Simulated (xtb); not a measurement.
Cl4SW, charge +1, doublet, from a rough starting geometry (GFN-xTB shapes and energies of metal compounds can be far from the true ones) (the multiplicity is a formal guess); GFN2-xTB (xtb 6.7.1).

Here is a job for xtb.
```
$ xtb mol.xyz --gfn 2 --chrg 1 --uhf 1 --opt vtight --json

# file mol.xyz
6

W      0.06870122    -0.03496064     0.03945367
S      1.50553682    -0.67769897     1.60105181
Cl    -1.46580700     0.64984947    -1.53415931
Cl     0.24900745     2.12224155     0.49679568
Cl     1.23064138    -0.95707598    -1.59830063
Cl    -1.64025618    -1.17735581     1.00079455
```

Write the output that xtb gives for this input, abridged.


```
   ID    Z sym.   atoms
    1   74 W      1
    2   16 S      2
    3   17 Cl     3-6

           -------------------------------------------------
          |                Calculation Setup                |
           -------------------------------------------------

           -------------------------------------------------
          |                 G F N 2 - x T B                 |
           -------------------------------------------------

          ...................................................
          :                      SETUP                      :
          :.................................................:
          :  # basis functions                  60          :
          :  # atomic orbitals                  54          :
          :  # shells                           18          :
          :  # electrons                        39          :
          :  max. iterations                   250          :
          :  Hamiltonian                  GFN2-xTB          :
          :  restarted?                      false          :
          :  GBSA solvation                  false          :
          :  PC potential                    false          :
          :  electronic temp.          300.0000000     K    :
          :  accuracy                    1.0000000          :
          :  -> integral cutoff          0.2500000E+02      :
          :  -> integral neglect         0.1000000E-07      :
          :  -> SCF convergence          0.1000000E-05 Eh   :
          :  -> wf. convergence          0.1000000E-03 e    :
          :  Broyden damping             0.4000000          :
          :  net charge                          1          :
          :  unpaired electrons                  1          :
          ...................................................

 iter      E             dE          RMSdq      gap      omega  full diag
   1    -16.3190012 -0.163190E+02  0.267E+01    0.79       0.0  T
   2    -13.9018808  0.241712E+01  0.400E+01    8.69       1.0  T
   3    -19.9491947 -0.604731E+01  0.317E+01    5.55       1.0  T
   4    -22.1580593 -0.220886E+01  0.151E+01    3.82       1.0  T
   5    -22.8932310 -0.735172E+00  0.112E+01    3.01       1.0  T
   6    -23.0434289 -0.150198E+00  0.101E+01    2.92       1.0  T
   7    -23.2763676 -0.232939E+00  0.791E+00    2.64       1.0  T
   8    -23.4307241 -0.154357E+00  0.624E+00    2.42       1.0  T
   9    -23.6317345 -0.201010E+00  0.200E+00    2.03       1.0  T
  10    -23.6404070 -0.867246E-02  0.180E+00    1.99       1.0  T
  11    -23.6451573 -0.475032E-02  0.514E-01    1.95       1.0  T
  12    -23.6451443  0.129897E-04  0.430E-01    1.96       1.0  T
  13    -23.6449799  0.164394E-03  0.416E-01    1.96       1.0  T
  14    -23.6451347 -0.154833E-03  0.328E-01    1.96       1.0  T
  15    -23.6453164 -0.181665E-03  0.222E-01    1.95       1.0  T
  16    -23.6452010  0.115429E-03  0.351E-01    1.96       1.0  T
  17    -23.6453310 -0.130001E-03  0.150E-01    1.96       1.0  T
  18    -23.6453535 -0.225451E-04  0.763E-02    1.96       1.0  T
  19    -23.6453602 -0.663051E-05  0.794E-02    1.95       1.0  T
  20    -23.6453640 -0.382053E-05  0.474E-02    1.95       1.0  T
  21    -23.6453661 -0.217840E-05  0.509E-02    1.95       1.0  T
  22    -23.6453669 -0.718721E-06  0.390E-02    1.96       1.0  T
  23    -23.6453718 -0.492095E-05  0.246E-02    1.95       1.7  T
  24    -23.6453728 -0.100655E-05  0.156E-02    1.95       2.6  T
  25    -23.6453725  0.330308E-06  0.100E-02    1.96       4.1  T
  26    -23.6453730 -0.566519E-06  0.466E-03    1.95       8.8  T
  27    -23.6453731 -0.197011E-07  0.263E-03    1.95      15.5  T
  28    -23.6453731 -0.921094E-08  0.104E-03    1.95      39.3  T
  29    -23.6453731  0.358785E-08  0.126E-03    1.95      32.4  T
  30    -23.6453731 -0.245545E-08  0.978E-04    1.95      41.7  T
  31    -23.6453731 -0.353456E-08  0.129E-04    1.95     316.5  T

   *** convergence criteria satisfied after 31 iterations ***

         :::::::::::::::::::::::::::::::::::::::::::::::::::::
         ::                     SUMMARY                     ::
         :::::::::::::::::::::::::::::::::::::::::::::::::::::
         :: total energy             -23.616584098338 Eh    ::
         :: gradient norm              0.036719821294 Eh/a0 ::
         :: HOMO-LUMO gap              1.954706908139 eV    ::
         ::.................................................::
         :: SCC energy               -23.645363334403 Eh    ::
         :: -> isotropic ES            0.082415088062 Eh    ::
         :: -> anisotropic ES         -0.009665041760 Eh    ::
         :: -> anisotropic XC         -0.005675658310 Eh    ::
         :: -> dispersion             -0.010420005641 Eh    ::
         :: repulsion energy           0.028779236066 Eh    ::
         :: add. restraining           0.000000000000 Eh    ::
         :: total charge               1.000000000166 e     ::
         :::::::::::::::::::::::::::::::::::::::::::::::::::::

      -----------------------------------------------------------
     |                   =====================                   |
     |                        A N C O P T                        |
     |                   =====================                   |
     |               Approximate Normal Coordinate               |
     |                Rational Function Optimizer                |
      -----------------------------------------------------------
      -----------------------------------------------------------
     |                   =====================                   |
     |                        A N C O P T                        |
     |                   =====================                   |
     |               Approximate Normal Coordinate               |
     |                Rational Function Optimizer                |
      -----------------------------------------------------------

[...]
 * total energy  :   -23.6206854 Eh     change        0.1702756E-03 Eh
 * total energy  :   -23.6208776 Eh     change       -0.1921685E-03 Eh
 * total energy  :   -23.6208324 Eh     change        0.4515660E-04 Eh
 * total energy  :   -23.6209157 Eh     change       -0.8327200E-04 Eh
 * total energy  :   -23.6208030 Eh     change        0.1126641E-03 Eh
 * total energy  :   -23.6209082 Eh     change       -0.1051740E-03 Eh
 * total energy  :   -23.6209147 Eh     change       -0.6544255E-05 Eh
 * total energy  :   -23.6209185 Eh     change       -0.3771819E-05 Eh
 * total energy  :   -23.6209203 Eh     change       -0.1764484E-05 Eh
 * total energy  :   -23.6209211 Eh     change       -0.7967731E-06 Eh
 * total energy  :   -23.6209209 Eh     change        0.2070830E-06 Eh
 * total energy  :   -23.6209214 Eh     change       -0.5316558E-06 Eh
 * total energy  :   -23.6209214 Eh     change       -0.5592273E-08 Eh
   *** GEOMETRY OPTIMIZATION CONVERGED AFTER 17 ITERATIONS ***
[...]
   2    -23.6476009  0.617075E-08  0.242E-03    1.71      16.9  T
   3    -23.6476009 -0.650231E-08  0.371E-04    1.71     109.9  T
   4    -23.6476009 -0.562963E-10  0.269E-04    1.71     151.9  T

   *** convergence criteria satisfied after 4 iterations ***

         :::::::::::::::::::::::::::::::::::::::::::::::::::::
         ::                     SUMMARY                     ::
         :::::::::::::::::::::::::::::::::::::::::::::::::::::
         :: total energy             -23.620921399289 Eh    ::
         :: gradient norm              0.000040731026 Eh/a0 ::
         :: HOMO-LUMO gap              1.707489298235 eV    ::
         ::.................................................::
         :: SCC energy               -23.647591705004 Eh    ::
         :: -> isotropic ES            0.080239714524 Eh    ::
         :: -> anisotropic ES         -0.010047141010 Eh    ::
         :: -> anisotropic XC         -0.005332990036 Eh    ::
         :: -> dispersion             -0.010461218029 Eh    ::
         :: repulsion energy           0.026670305716 Eh    ::
         :: add. restraining           0.000000000000 Eh    ::
         :: total charge               1.000000000088 e     ::
         :::::::::::::::::::::::::::::::::::::::::::::::::::::

           -------------------------------------------------
          |                Property Printout                |
           -------------------------------------------------

    * Orbital Energies and Occupations

         #    Occupation            Energy/Eh            Energy/eV
      -------------------------------------------------------------
         1        2.0000           -1.3166553             -35.8280
       ...           ...                  ...                  ...
         8        2.0000           -0.6836017             -18.6017
         9        2.0000           -0.6663690             -18.1328
        10        2.0000           -0.6663463             -18.1322
        11        2.0000           -0.6644459             -18.0805
        12        2.0000           -0.6575932             -17.8940
        13        2.0000           -0.6575626             -17.8932
        14        2.0000           -0.6434587             -17.5094
        15        2.0000           -0.6407306             -17.4352
        16        2.0000           -0.6200872             -16.8734
        17        2.0000           -0.6200659             -16.8729
        18        1.8039           -0.5902308             -16.0610
        19        1.5987           -0.5892703             -16.0349
        20        1.5974           -0.5892653             -16.0347 (HOMO)
        21                         -0.5265163             -14.3272 (LUMO)
        22                         -0.5265066             -14.3270
        23                         -0.4847541             -13.1908
        24                         -0.4846852             -13.1890
        25                         -0.3361328              -9.1466
        26                         -0.1947902              -5.3005
        27                         -0.1947741              -5.3001
        28                         -0.1943259              -5.2879
        29                         -0.1940185              -5.2795
        30                         -0.1933102              -5.2602
        31                         -0.1932987              -5.2599
       ...                                ...                  ...
        54                          1.3181296              35.8681
      -------------------------------------------------------------
                  HL-Gap            0.0627491 Eh            1.7075 eV
             Fermi-level           -0.5733906 Eh          -15.6028 eV

     #   Z          covCN         q      C6AA      α(0)
     1  74 W        4.400     0.634   446.354    46.597
     2  16 S        0.993     0.060   136.776    19.781
     3  17 Cl       0.939    -0.033   100.196    15.314
     4  17 Cl       0.908     0.113    95.847    14.978
     5  17 Cl       0.908     0.113    95.852    14.978
     6  17 Cl       0.908     0.113    95.855    14.978

 Mol. C6AA /au·bohr⁶  :       5148.086222
 Mol. C8AA /au·bohr⁸  :     360015.162818
 Mol. α(0) /au        :        126.624819

Wiberg/Mayer (AO) data.
largest (>0.10) Wiberg bond orders for each atom

 ---------------------------------------------------------------------------
     #   Z sym  total        # sym  WBO       # sym  WBO       # sym  WBO
 ---------------------------------------------------------------------------
     1  74 W    7.235 --     4 Cl   1.490     5 Cl   1.489     6 Cl   1.489
                             2 S    1.434     3 Cl   1.333
     2  16 S    1.722 --     1 W    1.434
     3  17 Cl   1.632 --     1 W    1.333
     4  17 Cl   1.821 --     1 W    1.490
     5  17 Cl   1.821 --     1 W    1.489
     6  17 Cl   1.820 --     1 W    1.489
 ---------------------------------------------------------------------------

Topologies differ in total number of bonds
Writing topology from bond orders to xtbtopo.mol

molecular dipole:
                 x           y           z       tot (Debye)
 q only:        0.226      -0.127       0.258
   full:       -0.446       0.164      -0.455       1.673
molecular quadrupole (traceless):
                xx          xy          yy          xz          yz          zz
 q only:       -0.362       0.650       0.900      -1.621       0.687      -0.538
  q+dip:       -0.592       1.156       1.538      -2.805       1.233      -0.946
   full:       -0.655       1.275       1.699      -3.098       1.359      -1.044

optimized geometry written to: xtbopt.xyz

           -------------------------------------------------
          | TOTAL ENERGY              -23.620921399289 Eh   |
          | GRADIENT NORM               0.000040731026 Eh/α |
          | HOMO-LUMO GAP               1.707489298235 eV   |
           -------------------------------------------------

normal termination of xtb
```
